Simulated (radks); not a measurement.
Ru XI, 34 electrons, occupied as [Ar] 3d10 4s2 4p4 (the NIST ground configuration).

All-electron calculation, Dirac Kohn-Sham, BLYP, spin-unpolarised, spherical densities, finite nucleus; open shells fill j = l - 1/2 first; Fermi nuclear charge, rms radius 4.4809 fm. Program: a radial shooting solver on a logarithmic mesh with Libxc functionals.

Energy parts (eV):
part                       energy
total                 -122505.593
kinetic                127532.087
electron-nucleus      -289783.843
Hartree                 43225.870
exchange-correlation    -3479.708

Orbitals (lengths in bohr, moments of r in powers of bohr; <r^-3> diverges for s and p1/2; r(max) is where P^2 peaks):
orbital  occ.  eigenvalue (eV)     <r^2>  <r^-3>   r(max)
1s1/2       2        -22123.84  0.001510       -  0.02171
2s1/2       2        -3346.325   0.02494       -   0.1230
2p1/2       2        -3107.495   0.01874       -  0.09545
2p3/2       4        -2976.436   0.02009    2804  0.09944
3s1/2       2        -743.1571    0.1843       -   0.3611
3p1/2       2        -650.5263    0.1805       -   0.3477
3p3/2       4        -628.0757    0.1900   487.5   0.3572
3d3/2       4        -464.3629    0.1713   73.22   0.2979
3d5/2       6        -459.9545    0.1742   69.48   0.3006
4s1/2       2        -245.9237    0.9923       -   0.8795
4p1/2       2        -215.4216     1.091       -   0.9121
4p3/2       2        -210.8880     1.134   99.31   0.9315

The highest occupied level is 4p3/2 at -210.89 eV. For comparison, the ionisation energy in NIST's Atomic Spectra Database is 220 eV (theoretical). In exact Kohn-Sham theory the highest level is minus the ionisation energy, but local and semilocal functionals leave it too shallow, through self-interaction and a potential that decays too fast; potentials with the right tail come closer. The density falls to 0.001 e/bohr^3 at r = 2.19 bohr. Summed over all electrons, <r^2> = 9.825 bohr^2, which gives a Langevin (diamagnetic) susceptibility term of -7.78 x 10^-6 cm^3/mol. The electron density at the nucleus is 1.102e+05 e/bohr^3.

Beside tabulated values, note that spin-unpolarised runs miss the spin-polarisation part of the exchange energy of open shells.
